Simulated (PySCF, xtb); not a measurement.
CH6O3Sn, SMILES [OH][Sn]([CH3])([OH])[OH]. The values are those of a single conformer.

Harmonic wavenumbers (cm⁻¹) from xtb with GFN2-xTB at its own minimum, in rising order: 80, 102, 105, 141, 142, 160, 175, 183, 273, 386, 483, 483, 525, 754, 754, 793, 819, 821, 1222, 1410, 1410, 3033, 3053, 3053, 3637, 3641, 3647.

Question: What does PBE-D3(BJ)/def2-SVP (PySCF) give at its own minimum? (The exact figures need the calculation; the answer reports its results.)

Answer: 62, 83, 84, 143, 144, 167, 202, 202, 297, 511, 586, 593, 593, 742, 742, 838, 843, 843, 1152, 1380, 1380, 3002, 3129, 3129, 3697, 3697, 3698. Paired by order, the mean absolute difference is 42 cm⁻¹ and the zero-point energies are 44.7 and 45.7 kcal/mol.
